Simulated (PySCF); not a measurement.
# Simulated absorption spectrum

Species: 2-methylpyrimidine, C₅H₆N₂.
Z-matrix (Å and degrees, GFN2-xTB geometry), rows numbered from 1:
```
C 
C   1  1.4909
N   2  1.3280  1  117.55
C   3  1.3212  2  117.42  1  -178.95
C   4  1.3874  3  122.27  2    -0.08
C   5  1.3874  4  115.72  3    -0.02
N   6  1.3212  5  122.25  4    -0.02
H   1  1.0858  2  110.00  3  -151.57
H   1  1.0858  2  110.01  3   -29.04
H   1  1.0894  2  109.00  3    89.70
H   4  1.0831  3  115.80  2   179.91
H   5  1.0773  4  122.14  3  -179.92
H   6  1.0831  5  121.94  4   179.97
```

Computed, not measured: TDDFT B3LYP/def2-SVPD, vertical, gas phase, core orbitals frozen in the response in PySCF.

Broadening: Gaussians 0.3 eV wide at half height, area fixed by f = 4.319×10⁻⁹ ∫ε dν̃. The width is an assumption, not a result. The curve ends short of the highest state used, and states not computed would add to its high-energy end.

λ (nm), ε (L mol⁻¹ cm⁻¹) and a bar:
```
    185.8       4936 ##############
    189.2      10745 ##############################
    192.6       9841 ###########################
    196.0       4170 ############
    199.5        992 ###
    202.9        497 #
    206.3        626 ##
    209.7       1156 ###
    213.1       2532 #######
    216.5       3928 ###########
    220.0       3782 ###########
    223.4       2309 ######
    226.8        933 ###
    230.2        259 #
    233.6         51 
    237.0          7 
    240.4          1 
    243.9          0 
    247.3          0 
    250.7          0 
    254.1          0 
    257.5          0 
    260.9          0 
    264.3          0 
    267.8          1 
    271.2          3 
    274.6         11 
    278.0         31 
    281.4         72 
    284.8        138 
    288.2        222 #
    291.7        304 #
    295.1        352 #
    298.5        352 #
    301.9        308 #
    305.3        237 #
    308.7        161 
    312.1         99 
    315.6         53 
    319.0         27 
    322.4         12 
    325.8          5 
    329.2          2 
    332.6          1
```

Question: Where are the band maxima, and which computed states make them?

Answer: 297 nm (4.18 eV), ε about 360, made up of S1 (100%); 218 nm (5.69 eV), ε about 4100, made up of S3 (54%) and S4 (46%); 191 nm (6.51 eV), ε about 11000, made up of S6 (100%) (ε in L mol⁻¹ cm⁻¹; maxima over ε = 5, shares over 10%). The states used: S1 4.18 eV (f 0.0040); S2 4.58 eV (f 0.0000); S3 5.67 eV (f 0.025); S4 5.70 eV (f 0.021); S5 6.04 eV (f 0.0051); S6 6.51 eV (f 0.127); S7 6.62 eV (f 0.0002); S8 7.27 eV (f 0.038).

Question: Coming from long wavelengths, where does ε first pass 100 L mol⁻¹ cm⁻¹?

Answer: At about 312 nm (3.97 eV), 0.20 eV below S1.

Question: What would ε be at 6.51 eV, the highest of these maxima, with half the width (0.15 eV)?

Answer: About 22900 L mol⁻¹ cm⁻¹ against 11500, a factor of about 2.00; a lone state at its own centre would give exactly 2.

Question: On this curve, what absorbance would a 10⁻⁴ mol/L sample give at 193 nm over a 1 cm path?

Answer: 193 nm is 6.424 eV, where ε is about 9200 L mol⁻¹ cm⁻¹, so A = ε c l ≈ 0.92 (Beer–Lambert, with the gas-phase spectrum and the assumed width).
